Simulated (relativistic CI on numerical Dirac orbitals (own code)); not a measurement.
## d7 in a ligand field

Computed with a parametric ligand-field model of a d^n configuration (Racah B and C, spin-orbit zeta, crystal field), exact diagonalisation.

Field parameters in Wybourne normalisation: Td as Oh with Dq negative (B⁴₀ = 21Dq, B⁴₄ = √(5/14) B⁴₀). The field is a parameter set, without covalency.

Problem. Ground term and bands for B = 690, C = 3440, ζ = 0 cm⁻¹, Td, 10Dq = -11250 cm⁻¹?

Solution. Ground term 4A2 with 4.00 electrons in the two orbitals of the cubic e set. Spin-allowed: 4T2 11250 cm⁻¹ (889 nm), 4T1 17203 cm⁻¹ (581 nm), 4T1 26897 cm⁻¹ (372 nm). Lowest spin-forbidden: 2E 15211 cm⁻¹ (657 nm), 2T1 15834 cm⁻¹ (632 nm), 2T2 21675 cm⁻¹ (461 nm). With an A2 ground term the first spin-allowed band lies at |10Dq| itself.

Problem. Ground term and bands for B = 690, C = 3440, ζ = 0 cm⁻¹, Td, 10Dq = -6280 cm⁻¹?

Solution. Ground term 4A2 with 4.00 electrons in the two orbitals of the cubic e set. Spin-allowed: 4T2 6280 cm⁻¹ (1592 nm), 4T1 10455 cm⁻¹ (956 nm), 4T1 18735 cm⁻¹ (534 nm). Lowest spin-forbidden: 2E 14911 cm⁻¹ (671 nm), 2T1 15498 cm⁻¹ (645 nm), 2A1 19360 cm⁻¹ (517 nm). With an A2 ground term the first spin-allowed band lies at |10Dq| itself.

Problem. Ground term and bands for B = 690, C = 3440, ζ = 0 cm⁻¹, Td, 10Dq = -1930 cm⁻¹?

Solution. Ground term 4A2 with 4.00 electrons in the two orbitals of the cubic e set. Spin-allowed: 4T2 1930 cm⁻¹, 4T1 3410 cm⁻¹ (2933 nm), 4T1 12730 cm⁻¹ (786 nm). Lowest spin-forbidden: 2E 14267 cm⁻¹ (701 nm), 2T1 14536 cm⁻¹ (688 nm), 2A1 15010 cm⁻¹ (666 nm). With an A2 ground term the first spin-allowed band lies at |10Dq| itself.

Problem. Ground term and bands for B = 690, C = 3440, ζ = 0 cm⁻¹, Td, 10Dq = -2550 cm⁻¹?

Solution. Ground term 4A2 with 4.00 electrons in the two orbitals of the cubic e set. Spin-allowed: 4T2 2550 cm⁻¹, 4T1 4474 cm⁻¹ (2235 nm), 4T1 13526 cm⁻¹ (739 nm). Lowest spin-forbidden: 2E 14427 cm⁻¹ (693 nm), 2T1 14787 cm⁻¹ (676 nm), 2A1 15630 cm⁻¹ (640 nm). With an A2 ground term the first spin-allowed band lies at |10Dq| itself.

Problem. Ground term and bands for B = 690, C = 3440, ζ = 0 cm⁻¹, Td, 10Dq = -6900 cm⁻¹?

Solution. Ground term 4A2 with 4.00 electrons in the two orbitals of the cubic e set. Spin-allowed: 4T2 6900 cm⁻¹ (1449 nm), 4T1 11371 cm⁻¹ (879 nm), 4T1 19679 cm⁻¹ (508 nm). Lowest spin-forbidden: 2E 14960 cm⁻¹ (668 nm), 2T1 15559 cm⁻¹ (643 nm), 2T2 19980 cm⁻¹ (501 nm). With an A2 ground term the first spin-allowed band lies at |10Dq| itself.
